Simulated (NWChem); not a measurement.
Everything below was run with NWChem. System: CH5AlO2, charge 0, spin multiplicity 1, at a geometry optimised with B3LYP/def2-SVP. The structure started from a generated list of species. Level: RHF/def2-TZVP.

Input file:

```
start mol
memory heap 200 mb stack 900 mb global 1100 mb
geometry units angstroms nocenter noautoz noautosym
  Al     0.036578     0.035637     0.002833
  C     -1.433576    -1.223350    -0.134740
  H     -1.106712    -2.149283    -0.637933
  H     -2.280262    -0.808213    -0.703306
  H     -1.798439    -1.515858     0.864086
  O     -0.076257     1.529940    -0.815255
  H      0.560827     2.247516    -0.846880
  O      1.394960    -0.403400     0.938894
  H      2.200906     0.090342     1.106537
end
basis spherical
  * library def2-tzvp
end
scf
  rhf
  nopen 0
  maxiter 100
  thresh 1e-7
  semidirect memsize 60000000 filesize 0
end
task scf energy
```

NWChem printed:

```
             Northwest Computational Chemistry Package (NWChem) 7.3.0
             --------------------------------------------------------

                                NWChem Input Module
                                -------------------

 Scaling coordinates for geometry "geometry" by  1.889725989
 (inverse scale =  0.529177249)

                             Geometry "geometry" -> ""
                             -------------------------

 Output coordinates in angstroms (scale by  1.889725989 to convert to a.u.)

  No.       Tag          Charge          X              Y              Z
 ---- ---------------- ---------- -------------- -------------- --------------
    1 Al                  13.0000     0.03657800     0.03563700     0.00283300
    2 C                    6.0000    -1.43357600    -1.22335000    -0.13474000
    3 H                    1.0000    -1.10671200    -2.14928300    -0.63793300
    4 H                    1.0000    -2.28026200    -0.80821300    -0.70330600
    5 H                    1.0000    -1.79843900    -1.51585800     0.86408600
    6 O                    8.0000    -0.07625700     1.52994000    -0.81525500
    7 H                    1.0000     0.56082700     2.24751600    -0.84688000
    8 O                    8.0000     1.39496000    -0.40340000     0.93889400
    9 H                    1.0000     2.20090600     0.09034200     1.10653700

 Effective nuclear repulsion energy (a.u.)     157.3518601907

            Nuclear Dipole moment (a.u.)
            ----------------------------
        X                 Y               Z
 ---------------- ---------------- ----------------
     0.0000037795     0.0000094486     0.0000094486


 Summary of "ao basis" -> "" (spherical)
 ------------------------------------------------------------------------------
       Tag                 Description            Shells   Functions and Types
 ---------------- ------------------------------  ------  ---------------------
 *                         def2-tzvp                  on all atoms

 Summary of "ao basis" -> "ao basis" (spherical)
 ------------------------------------------------------------------------------
       Tag                 Description            Shells   Functions and Types
 ---------------- ------------------------------  ------  ---------------------
 Al                        def2-tzvp                13       37   5s5p2d1f
 C                         def2-tzvp                11       31   5s3p2d1f
 H                         def2-tzvp                 4        6   3s1p
 O                         def2-tzvp                11       31   5s3p2d1f

                                 NWChem SCF Module
                                 -----------------

  ao basis        = "ao basis"
  functions       =   160
  atoms           =     9
  closed shells   =    20
  open shells     =     0
  charge          =   0.00
  wavefunction    = RHF
  use symmetry    = F
  symmetry adapt  = F

 Summary of "ao basis" -> "ao basis" (spherical)
 ------------------------------------------------------------------------------
       Tag                 Description            Shells   Functions and Types
 ---------------- ------------------------------  ------  ---------------------
 Al                        def2-tzvp                13       37   5s5p2d1f
 C                         def2-tzvp                11       31   5s3p2d1f
 H                         def2-tzvp                 4        6   3s1p
 O                         def2-tzvp                11       31   5s3p2d1f
[...]
                 3     -432.6430312477  2.65D-02  5.71D-03     14.7
                 4     -432.6431172251  2.13D-04  4.42D-05     22.2
                 5     -432.6431172311  3.77D-08  8.67D-09     34.6

       Final RHF  results
       ------------------

         Total SCF energy =   -432.643117231074
      One-electron energy =   -912.975097656158
      Two-electron energy =    322.980120234423
 Nuclear repulsion energy =    157.351860190661

        Time for solution =     29.9s

             Final eigenvalues
             -----------------

              1
    1  -58.4540
    2  -20.5312
    3  -20.5309
    4  -11.1923
    5   -4.8694
    6   -3.1864
    7   -3.1845
    8   -3.1831
    9   -1.2997
   10   -1.2900
   11   -0.9126
   12   -0.6893
   13   -0.6674
   14   -0.5390
   15   -0.5358
   16   -0.5340
   17   -0.5005
   18   -0.4906
   19   -0.4849
   20   -0.4316
   21    0.0932
   22    0.1144
   23    0.1329
   24    0.1602
   25    0.2039
   26    0.2116
   27    0.2214
   28    0.2418
   29    0.2749
   30    0.3039

                       ROHF Final Molecular Orbital Analysis
                       -------------------------------------

 Vector   18  Occ=2.000000D+00  E=-4.905650D-01
              MO Center=  6.3D-01,  5.3D-01,  6.3D-02, r^2= 3.1D+00
   Bfn.  Coefficient  Atom+Function         Bfn.  Coefficient  Atom+Function
  ----- ------------  ---------------      ----- ------------  ---------------
   130      0.264587  8 O  py               133      0.234912  8 O  py
    92     -0.232036  6 O  px                95     -0.204689  6 O  px
    94     -0.178583  6 O  pz               131     -0.166444  8 O  pz
    97     -0.160729  6 O  pz               136      0.153803  8 O  py
   134     -0.150605  8 O  pz

 Vector   19  Occ=2.000000D+00  E=-4.848726D-01
              MO Center=  6.7D-01,  5.4D-01,  7.7D-02, r^2= 2.9D+00
   Bfn.  Coefficient  Atom+Function         Bfn.  Coefficient  Atom+Function
  ----- ------------  ---------------      ----- ------------  ---------------
   131     -0.254691  8 O  pz                94      0.252212  6 O  pz
   134     -0.232235  8 O  pz                97      0.229978  6 O  pz
   137     -0.174509  8 O  pz               100      0.172723  6 O  pz

 Vector   20  Occ=2.000000D+00  E=-4.316157D-01
              MO Center= -1.1D+00, -9.4D-01, -1.0D-01, r^2= 1.7D+00
   Bfn.  Coefficient  Atom+Function         Bfn.  Coefficient  Atom+Function
  ----- ------------  ---------------      ----- ------------  ---------------
    43      0.234179  2 C  px                 4      0.232488  1 Al s
    46      0.225119  2 C  px                44      0.208651  2 C  py
    47      0.199597  2 C  py                15     -0.175710  1 Al px

 Vector   21  Occ=0.000000D+00  E= 9.316275D-02
              MO Center=  3.7D-01,  2.8D-01,  4.6D-02, r^2= 7.3D+00
   Bfn.  Coefficient  Atom+Function         Bfn.  Coefficient  Atom+Function
  ----- ------------  ---------------      ----- ------------  ---------------
    42      2.108166  2 C  s                  5     -1.728528  1 Al s
    91      0.829433  6 O  s                128      0.758253  8 O  s
    71     -0.712057  3 H  s                 83     -0.665517  5 H  s
    77     -0.409876  4 H  s                157     -0.367307  9 H  s
   120     -0.350917  7 H  s                 41     -0.277610  2 C  s

 Vector   22  Occ=0.000000D+00  E= 1.144227D-01
              MO Center=  1.5D-02,  4.6D-02, -3.6D-03, r^2= 6.0D+00
   Bfn.  Coefficient  Atom+Function         Bfn.  Coefficient  Atom+Function
  ----- ------------  ---------------      ----- ------------  ---------------
    20      0.959198  1 Al pz                18     -0.523382  1 Al px
    19      0.471814  1 Al py                51     -0.226580  2 C  pz
   100     -0.203880  6 O  pz               137     -0.189543  8 O  pz

 Vector   23  Occ=0.000000D+00  E= 1.329314D-01
              MO Center=  1.0D-01,  3.1D-02,  2.0D-02, r^2= 1.1D+01
   Bfn.  Coefficient  Atom+Function         Bfn.  Coefficient  Atom+Function
  ----- ------------  ---------------      ----- ------------  ---------------
    42      4.624057  2 C  s                  5     -2.189377  1 Al s
    18      1.773579  1 Al px                19      1.528667  1 Al py
    71     -0.710629  3 H  s                 49      0.691318  2 C  px
    83     -0.674247  5 H  s                 26     -0.486152  1 Al d -2
    41     -0.485431  2 C  s                128     -0.479767  8 O  s

 center of mass
 --------------
 x =   0.06051036 y =   0.05340327 z =   0.00541868

 moments of inertia (a.u.)
 ------------------
         354.499292452512         -66.484439623149         -96.398662359026
         -66.484439623149         354.738682322408          90.050499754439
         -96.398662359026          90.050499754439         505.214888417259

  Mulliken analysis of the total density
  --------------------------------------

    Atom       Charge   Shell Charges
 -----------   ------   -------------------------------------------------------
    1 Al  13    12.02   2.00  0.65  1.34  0.54  0.09  2.92  2.28  0.83  0.71  0.13  0.26  0.16  0.12
    2 C    6     6.64   0.85  1.12  0.46  0.69  0.11  1.24  1.51  0.60  0.01  0.03  0.00
    3 H    1     0.88   0.26  0.49  0.11  0.02
    4 H    1     0.87   0.26  0.49  0.10  0.02
    5 H    1     0.87   0.26  0.49  0.11  0.02
    6 O    8     8.69   0.79  1.18  0.55  0.95  0.28  1.86  2.09  0.98  0.00  0.01  0.00
    7 H    1     0.67   0.24  0.34  0.04  0.05
    8 O    8     8.70   0.79  1.18  0.55  0.95  0.28  1.86  2.09  0.99  0.00  0.01  0.00
    9 H    1     0.67   0.24  0.33  0.04  0.05

       Multipole analysis of the density wrt the origin
       ------------------------------------------------

     L   x y z        total         open         nuclear
     -   - - -        -----         ----         -------
     0   0 0 0     -0.000000      0.000000     40.000000

     1   1 0 0      0.583287      0.000000      0.000004
     1   0 1 0      0.487065      0.000000      0.000009
     1   0 0 1      0.055244      0.000000      0.000009

     2   2 0 0    -20.885049      0.000000    152.767866
     2   1 1 0      3.252220      0.000000     48.250178
     2   1 0 1     -1.621843      0.000000     53.035911
     2   0 2 0    -22.441469      0.000000    148.747492
     2   0 1 1      2.441366      0.000000    -47.108526
     2   0 0 2    -23.073685      0.000000     57.380601

 Task  times  cpu:       34.6s     wall:       34.6s

 Total times  cpu:       34.7s     wall:       34.7s
```
